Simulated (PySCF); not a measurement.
## Working out the ionisation energy of Ti

Ti [Ar] 3d2 4s2 (3F) → Ti⁺ [Ar] 3d2 4s1 (4F). Computed with PySCF 2.14 in x2c-TZVPall (6s5p4d1f, 48 functions), with scalar relativity by spin-free X2C-1e. Frozen: [Ar]. Energies in hartree (1 hartree = 27.21139 eV):

| part | Ti (lower) | Ti⁺ (upper) |
| --- | --- | --- |
| UHF | -852.736767 | -852.532388 |
| MP2 opposite-spin | -0.027059 | 0.000000 |
| MP2 same-spin | -0.008666 | -0.008971 |

Question: What does Hartree-Fock give?

Answer: (-852.532388) − (-852.736767) = 0.204379 hartree = 5.561 eV.

Question: What do MP2 and SCS-MP2 (6/5 opposite-spin, 1/3 same-spin) give?

Answer: The opposite-spin parts differ by 0.736 eV and the same-spin parts by -0.008 eV. MP2: 5.561 + (0.736) + (-0.008) = 6.289 eV. SCS-MP2: 5.561 + 1.2 × (0.736) + (-0.008)/3 = 6.442 eV.

Measured between the centres of the two terms (NIST): 6.828 eV, so MP2 (valence) is off by -0.539 eV.

What remains against the reference includes basis incompleteness, the frozen core and correlation beyond second order.
